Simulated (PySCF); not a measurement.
TlCl, SMILES [Cl][Tl].

Coordinates come from a B3LYP-D3(BJ)/def2-TZVP optimisation. The def2 effective core potentials stand for the cores of Tl; spin–orbit coupling is left out.

The numbers are results of TDA-LC-ωPBE/def2-TZVPD (PySCF), not measurements.

Vertical excitations; the highest root listed may be one member of a degenerate set. Isolated molecule, no solvent. State labels are in the subgroup C2v.

Computed excitation energies, oscillator strengths and character:
```
state  symmetry  energy (eV)  λ (nm)      f                                                                main pairs
-----  --------  -----------  ------  -----  ------------------------------------------------------------------------
S1           B2         4.92     252  0.070                                              HOMO→LUMO+1 (degenerate set)
S2           B1         4.92     252  0.070                                                HOMO→LUMO (degenerate set)
S3           A2         5.82     213  0.000                                      HOMO−2→LUMO+1 47 %, HOMO−1→LUMO 47 %
S4           A2         5.83     213  0.000                               HOMO−1→LUMO, HOMO−2→LUMO+1 (degenerate set)
S5           A1         5.83     213  0.000                               HOMO−1→LUMO+1, HOMO−2→LUMO (degenerate set)
S6           A1         6.13     202  0.010   HOMO−2→LUMO 34 %, HOMO−1→LUMO+1 34 %, HOMO→LUMO+2 13 %, HOMO→LUMO+3 9 %
S7           B1         7.18     173  0.041             HOMO−2→LUMO+3, HOMO−2→LUMO+2, HOMO−2→LUMO+11 (degenerate set)
S8           B2         7.18     173  0.041             HOMO−1→LUMO+3, HOMO−1→LUMO+2, HOMO−1→LUMO+11 (degenerate set)
S9           A1         7.37     168  1.178  HOMO→LUMO+2 43 %, HOMO→LUMO+3 24 %, HOMO−2→LUMO 11 %, HOMO−1→LUMO+1 11 %
S10          A1         7.43     167  0.001                                        HOMO→LUMO+3 59 %, HOMO→LUMO+2 36 %
T1           B2         4.09     303      0                                              HOMO→LUMO+1 (degenerate set)
T2           B1         4.09     303      0                                                HOMO→LUMO (degenerate set)
T3           A1         5.49     226      0                     HOMO−1→LUMO+1 38 %, HOMO−2→LUMO 38 %, HOMO→LUMO+2 6 %
T4           A2         5.66     219      0                                      HOMO−2→LUMO+1 46 %, HOMO−1→LUMO 46 %
```
Triplets are in the Tamm–Dancoff approximation.
